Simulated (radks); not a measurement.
Task: Coherent X-ray form factor from a spherical all-electron density. Method: Dirac Kohn-Sham, LDA (Slater exchange, Perdew-Wang correlation), spin-unpolarised, spherical densities, finite nucleus; Fermi nuclear charge, rms radius of each element as measured or else 0.836 A^(1/3) + 0.57 fm; computed with a radial shooting solver on a logarithmic mesh with Libxc functionals.

sin(theta)/lambda (1/angstrom),f0 (electrons)
0.05,48.959
0.1,46.418
0.15,43.355
0.2,40.307
0.25,37.430
0.3,34.746
0.4,29.988
0.5,26.114
0.6,23.115
0.8,19.081
1,16.361
1.25,13.480
1.5,10.924
2,7.380

The species is in the configuration that NIST lists as its ground one. Which atom or ion scatters so?

Result: Neutral tin, [Kr] 4d10 5s2 5p2. Extrapolating in s^2 from the first two rows gives f0(0) = 49.8, near the electron count 50; among species with that count, the fall with angle is slower the higher Z, and the table is that of Z = 50; from so few rows the species is fixed only to a neighbour or two.
